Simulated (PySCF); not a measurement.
Compound: C₄H₇FOS.
Structure used (GFN2-xTB), in Å, numbered top down from 1:
```
atom  x, y, z in Å
C1     1.8079   -0.1399   -0.0202
C2     0.4285   -0.1625    0.5841
C3    -0.6813   -0.7964   -0.2549
C4    -1.7441    0.2378    0.0668
F5    -2.5689    0.5848   -0.9511
S6    -0.4224    1.5247    0.5333
O7     0.0425    2.1758   -0.6809
H8     2.1155   -1.1397   -0.3212
H9     2.5358    0.2553    0.6847
H10    1.7960    0.5038   -0.8999
H11    0.4179   -0.5066    1.6172
H12   -0.4343   -0.7319   -1.3153
H13   -0.9374   -1.8283   -0.0106
H14   -2.3562    0.0227    0.9458
```

Method used: TDDFT PBE0/def2-SVPD, vertical, gas phase, core orbitals frozen in the response (PySCF).

Frontier orbitals with the atoms that hold most of them (Löwdin shares over 4%, at most four atoms; ? is withheld):

| orbital | ε (eV) | atoms |
| --- | --- | --- |
| LUMO+2 | 0.41 | S6 44%, H11 13%, H14 12%, C2 7% |
| LUMO+1 | 0.08 | S6 34%, C4 12%, O7 10%, C2 7% |
| LUMO | ? | S6 47%, C4 13%, C2 12%, O7 12% |
| HOMO | -6.86 | ? |
| HOMO-1 | -7.89 | ? |
| HOMO-2 | -9.84 | C3 20%, F5 20%, C4 15%, C1 13% |
| HOMO-3 | -10.29 | C2 21%, C1 17%, H11 12%, C3 11% |

Task: Which atoms hold the HOMO, and with what shares?

Result: O7 (bonded to S) 42%; S6 (bonded to 2 C and O) 31%; C4 (bonded to C, F, S and H) 8%; C2 (bonded to 2 C, S and H) 7%. By element: oxygen 42%, sulfur 31%, carbon 15% or more.

Task: Which atoms hold the HOMO-1, and with what shares?

Result: O7 (bonded to S) 48%; S6 (bonded to 2 C and O) 14%; C2 (bonded to 2 C, S and H) 13%; C4 (bonded to C, F, S and H) 12%. By element: oxygen 48%, carbon 25% or more, sulfur 14%.

Task: What is the LUMO energy, and the HOMO–LUMO gap?

Result: ε(LUMO) = -0.24 eV; the gap is 6.63 eV (0.2435 hartree).

Task: The HOMO–LUMO gap is 6.63 eV. Where does the response calculation put the lowest singlet, and from which orbitals?

Result: S1 is at 5.15 eV (f = 0.028), 1.47 eV below the gap, made of HOMO→LUMO (97%). 

Task: Give energy, strength and leading configuration of S1, S2 and S4, and follow the Löwdin shares of the leading atoms from the occupied to the empty orbital.

Result: 
- S1 (5.15 eV, f 0.028), HOMO→LUMO (97%): O7 42% → 12%, S6 31% → 47%, C4 8% → 13%
- S2 (5.39 eV, f 0.0041), HOMO→LUMO+1 (92%): O7 42% → 10%, S6 31% → 34%, C4 8% → 12%
- S4 (6.39 eV, f 0.0021), HOMO-1→LUMO+1 (81%): O7 48% → 10%, S6 14% → 34%, C4 12% → 12%

Löwdin shares depend on the basis, the more so with diffuse functions.

One conformer stands for the species.
